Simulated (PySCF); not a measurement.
# Does the structure fit the spectrum?

A compound C6H11B gives the data below (simulated from a calculation) and was assigned the structure `B/C(=C\C)C(=C)C`.

13C{1H} NMR (computed): δ 160.4 (CH), 148.2 (CH), 145.1 (CH), 133.4 (CH2), 12.7 (CH3, 2C).

1H NMR (400 MHz, computed): δ 7.33 (ddt, J = 18.1, 11.7, 1.1 Hz, 1H), 6.70 (dt, J = 18.2, 11.4 Hz, 1H), 6.48 (d, J = 18.1 Hz, 1H), 5.85 (ddd, J = 18.2, 1.7, 1.0 Hz, 1H), 5.78 (dt, J = 11.1, 1.4 Hz, 1H), 0.90 (s, 6H).

- σ from GIAO-PBE0/pcSseg-1
- geometry from PBE0-D3(BJ)/def2-SVP
- couplings computed with B3LYP/pcJ-1 (spin–dipole term only in couplings to heteroatoms)
- program: PySCF
- non-relativistic, rapidly exchanging positions averaged, one computed conformer, isolated molecule

Scale: TMS for 1H (σref 31.27) and 13C (σref 184.41) (reference shieldings calculated alike).

**Question.** Compare with the shifts computed for the proposed structure, pairing carbons in order of shift.

**Answer.** Numbering as in the mapped SMILES `[BH2:1]/[C:2](=[CH:3]\[CH3:4])[C:5](=[CH2:6])[CH3:7]`. Each H is labelled by its parent atom.

```json
{"atom": "C3", "computed for proposal": "164.9", "given list": "160.4", "difference": "+4.5"}
{"atom": "C2", "computed for proposal": "151.3", "given list": "148.2", "difference": "+3.1"}
{"atom": "C5", "computed for proposal": "150.5", "given list": "145.1", "difference": "+5.4"}
{"atom": "C6", "computed for proposal": "124.4", "given list": "133.4", "difference": "-9.0"}
{"atom": "C7", "computed for proposal": "22.7", "given list": "12.7", "difference": "+10.0"}
{"atom": "C4", "computed for proposal": "21.7", "given list": "12.7", "difference": "+9.0"}
```

The rms difference is 7.3 ppm and the largest +10.0 ppm at C7 (allylic methyl carbon). The proposal also would give 6 carbon signals, not 5. The carbon types in order of shift don't match either: CH, C, C, CH2, CH3, CH3 for the proposal against CH, CH, CH, CH2, CH3, CH3 in the data. The proposal doesn't fit.

**Question.** Which isomer fits?

**Answer.** `C=C/C=C/B(C)C`.

δC 160.4, 148.2, 145.1: alkene CH; an sp2 carbon of a C=C bond. δC 133.4: terminal =CH2 carbon; an sp2 carbon of a C=C bond. δH 7.33, 6.70, 6.48: hydrogen on an alkene CH; a vinylic proton, deshielded by the sp2 carbon and the C=C anisotropy. δH 5.85, 5.78: hydrogen on a terminal =CH2 carbon; olefinic region. The protons at 5.85 and 6.70 share a coupling of 18.2 Hz (vicinal, trans across C=C). The protons at 7.33 and 6.48 share a coupling of 18.1 Hz (vicinal, trans across C=C). The protons at 6.70 and 7.33 share a coupling of 11.7 Hz (vicinal). The protons at 5.78 and 6.70 share a coupling of 11.1 Hz (vicinal, cis across C=C).

The shifts were computed for this structure.

A carbon bonded to boron is broadened by the quadrupolar boron nucleus and is often missing from a measured spectrum. Splittings below 1 Hz are ignored in the labels, and close J values are merged. Unscaled 3J(H,H) at this level run about 10 % above measured values. Shifts are as computed. Against solution values, carbons near 30 ppm lie about +2 ppm off and those near 130 ppm about +5 ppm. Of 1309 compounds with measured shifts, 239 miss one by over three times the rms of a fit or turn the order of signals round; such compounds aren't used in these exercises.
